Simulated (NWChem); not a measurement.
System: TaHOF$_{4}$; SMILES [F][Ta]([OH])([F])([F])[F]

NWChem printed, in part:

```
             Northwest Computational Chemistry Package (NWChem) 7.3.0
             --------------------------------------------------------

 C3  symmetry detected

                             Geometry "geometry" -> ""
                             -------------------------

 Output coordinates in angstroms (scale by  1.889725989 to convert to a.u.)

  No.       Tag          Charge          X              Y              Z
 ---- ---------------- ---------- -------------- -------------- --------------
    1 Ta                  73.0000     0.00000000    -0.00000000    -0.00698638
    2 F                    9.0000     1.82405941     0.37798957     0.05419762
    3 F                    9.0000    -1.23937828     1.39068700     0.05419762
    4 F                    9.0000    -0.58468113    -1.76867657     0.05419762
    5 F                    9.0000     0.00000000     0.00000000     1.88199662
    6 O                    8.0000     0.00000000     0.00000000    -1.88157438
    7 H                    1.0000     0.00000000     0.00000000    -2.83870438

 Effective nuclear repulsion energy (a.u.)    1073.5411148289

      Symmetry information
      --------------------

 Group name             C3
 Group number              5
 Group order               3
 No. of unique centers     5

                                 NWChem DFT Module
                                 -----------------

 Summary of "ao basis" -> "ao basis" (spherical)
 ------------------------------------------------------------------------------
       Tag                 Description            Shells   Functions and Types
 ---------------- ------------------------------  ------  ---------------------
 Ta                        def2-svpd                13       35   6s4p2d1f
 F                         def2-svpd                 9       23   4s3p2d
 O                         def2-svpd                 9       23   4s3p2d
 H                         def2-svpd                 4        8   2s2p

      Symmetry analysis of basis
      --------------------------

        a          60
        e+         49
        e-         49

  Rotation of axis

            General Information
            -------------------
          SCF calculation type: DFT
          Wavefunction type:  closed shell.
          No. of atoms     :     7
          No. of electrons :    58
           Alpha electrons :    29
            Beta electrons :    29
          Charge           :     0
          Spin multiplicity:     1
          Use of symmetry is: on ; symmetry adaption is: on
          Maximum number of iterations: 150
          AO basis - number of functions:   158
                     number of shells:    62
          Convergence on energy requested:  1.00D-06
          Convergence on density requested:  1.00D-05
          Convergence on gradient requested:  5.00D-04

              XC Information
              --------------
                         B3LYP Method XC Potential
                     Hartree-Fock (Exact) Exchange  0.200
                        Slater Exchange Functional  0.800 local
                    Becke 1988 Exchange Functional  0.720 non-local
              Lee-Yang-Parr Correlation Functional  0.810
                  VWN I RPA Correlation Functional  0.190 local

             Grid Information
             ----------------
          Grid used for XC integration:  medium
          Radial quadrature: Mura-Knowles
          Angular quadrature: Lebedev.
          Tag              B.-S. Rad. Rad. Pts. Rad. Cut. Ang. Pts.
          ---              ---------- --------- --------- ---------
          Ta                  1.45      123          10.0       590
          F                   0.50       49          12.0       434
          O                   0.60       49          12.0       434
          H                   0.35       45          13.0       434
          Grid pruning is: on
          Number of quadrature shells:   315
          Spatial weights used:  Erf1

      Superposition of Atomic Density Guess
      -------------------------------------

 Sum of atomic energies:        -534.30120686

      Non-variational initial energy
      ------------------------------

 Total energy =    -528.697906
 1-e energy   =   -1381.648571
 2-e energy   =     537.348619
 HOMO         =      -0.524042
 LUMO         =      -0.017796

      Symmetry analysis of molecular orbitals - initial
      -------------------------------------------------

  Numbering of irreducible representations:

     1 a           2 e+          3 e-

  Orbital symmetries:

     1 a           2 e+          3 e+          4 a           5 a
     6 a           7 a           8 e+          9 e+         10 a
    11 a          12 e+         13 e+         14 a          15 a
    16 a          17 e+         18 e+         19 e+         20 e+
    21 a          22 a          23 e+         24 e+         25 e+
    26 e+         27 a          28 e+         29 e+         30 a
    31 e+         32 e+         33 a          34 e+         35 e+
    36 e+         37 e+         38 a          39 a

     ---------------------------------------------
      Total Density - Mulliken Population Analysis
     ---------------------------------------------

    Atom       Charge   Shell Charges
 -----------   ------   -------------------------------------------------------
    1 Ta  13     8.73   0.03 -0.32  1.76  0.55  0.02  0.01  5.49  0.52 -0.03 -0.24  0.92 -0.17  0.17
    2 F    9     9.84   1.99  1.16  0.79  0.04  3.56  2.14  0.15  0.00  0.01
    3 F    9     9.84   1.99  1.16  0.79  0.04  3.56  2.14  0.15  0.00  0.01
    4 F    9     9.84   1.99  1.16  0.79  0.04  3.56  2.14  0.15  0.00  0.01
    5 F    9     9.91   1.99  1.16  0.79  0.04  3.58  2.16  0.17  0.00  0.01
    6 O    8     9.04   1.99  1.11  0.66  0.05  3.17  1.94  0.14  0.00 -0.02
    7 H    1     0.79   0.57  0.13  0.06  0.03

   convergence    iter        energy       DeltaE   RMS-Dens  Diis-err
 ---------------- ----- ----------------- --------- --------- ---------
 d= 0,ls=0.0,diis     1   -531.8315279632 -8.47D+02  2.62D-02  3.36D+00
 d= 0,ls=0.0,diis     2   -529.1532904519  2.68D+00  1.75D-02  3.40D+01
 d= 0,ls=0.0,diis     3   -532.2203633511 -3.07D+00  2.21D-03  1.42D-01
 d= 0,ls=0.0,diis     4   -532.2168303109  3.53D-03  1.33D-03  1.64D-01
 d= 0,ls=0.0,diis     5   -532.2324100678 -1.56D-02  2.89D-04  4.51D-03
  Resetting Diis
 d= 0,ls=0.0,diis     6   -532.2328382341 -4.28D-04  9.06D-05  4.63D-04
 d= 0,ls=0.0,diis     7   -532.2328702703 -3.20D-05  9.59D-05  1.12D-04
 d= 0,ls=0.0,diis     8   -532.2328436017  2.67D-05  6.28D-05  4.29D-04
 d= 0,ls=0.0,diis     9   -532.2328798535 -3.63D-05  4.94D-06  1.73D-06
 d= 0,ls=0.0,diis    10   -532.2328800061 -1.53D-07  1.21D-06  1.16D-07

         Total DFT energy =     -532.232880006129
      One electron energy =    -1385.324211168756
           Coulomb energy =      595.056061099208
    Exchange-Corr. energy =      -57.566776535528
 Nuclear repulsion energy =      315.602046598947

 Numeric. integr. density =       58.000002524628

                  Occupations of the irreducible representations
                  ----------------------------------------------

                     irrep           alpha         beta
                     --------     --------     --------
                     a                13.0         13.0
                     e+               16.0         16.0
                     e-                0.0          0.0

                       DFT Final Molecular Orbital Analysis
                       ------------------------------------

 Vector   27  Occ=2.000000D+00  E=-4.214048D-01  Symmetry=e+
              MO Center= -2.2D-02, -1.7D-01,  1.4D+00, r^2= 2.0D+00
   Bfn.  Coefficient  Atom+Function         Bfn.  Coefficient  Atom+Function
  ----- ------------  ---------------      ----- ------------  ---------------
   110      0.531770  5 F  py               113     -0.349891  5 F  py
    88      0.250511  4 F  pz               109      0.233765  5 F  px
    91     -0.165282  4 F  pz               112     -0.153812  5 F  px
    42     -0.145907  2 F  pz                65     -0.104605  3 F  pz
    45      0.096266  2 F  pz               116     -0.094842  5 F  py

 Vector   28  Occ=2.000000D+00  E=-3.869885D-01  Symmetry=e+
              MO Center=  9.9D-02,  6.9D-02, -1.5D+00, r^2= 1.7D+00
   Bfn.  Coefficient  Atom+Function         Bfn.  Coefficient  Atom+Function
  ----- ------------  ---------------      ----- ------------  ---------------
   132      0.573583  6 O  px               135      0.393274  6 O  px
    42     -0.219572  2 F  pz                65      0.148700  3 F  pz
    45      0.147218  2 F  pz                22      0.144667  1 Ta d  1
    68     -0.099700  3 F  pz               138      0.080284  6 O  px
    88      0.070872  4 F  pz                16      0.063069  1 Ta px

 Vector   29  Occ=2.000000D+00  E=-3.869885D-01  Symmetry=e+
              MO Center= -9.9D-02, -6.9D-02, -1.5D+00, r^2= 1.7D+00
   Bfn.  Coefficient  Atom+Function         Bfn.  Coefficient  Atom+Function
  ----- ------------  ---------------      ----- ------------  ---------------
   133      0.573583  6 O  py               136      0.393274  6 O  py
    88      0.212622  4 F  pz                65     -0.167688  3 F  pz
    20     -0.144667  1 Ta d -1              91     -0.142558  4 F  pz
    68      0.112431  3 F  pz               139      0.080284  6 O  py
    17      0.063069  1 Ta py                 8     -0.053970  1 Ta py

[...]
```

Level: B3LYP/def2-SVPD with def2 effective core potentials on Ta. Coordinates come from a PBE0/def2-SVP optimisation. Not confirmed as a minimum by frequencies. def2 effective core potentials on Ta; no spin-orbit coupling.

Question: Which NWChem input produces such a log?

Answer: This is not unique; one that fits is the input that was run:
```
start job
memory heap 200 mb stack 900 mb global 1100 mb
geometry units angstroms noautoz
  Ta     0.000000     0.000000    -0.010135
  F      0.480445     1.799789    -0.071319
  F      1.318441    -1.315972    -0.071319
  F     -1.798886    -0.483817    -0.071319
  F      0.000000     0.000000    -1.899118
  O      0.000000     0.000000     1.864453
  H      0.000000     0.000000     2.821583
end
basis spherical
  * library def2-svpd
end
ecp
  Ta library def2-ecp
end
dft
  xc b3lyp
  iterations 150
  mulliken
end
task dft energy
```
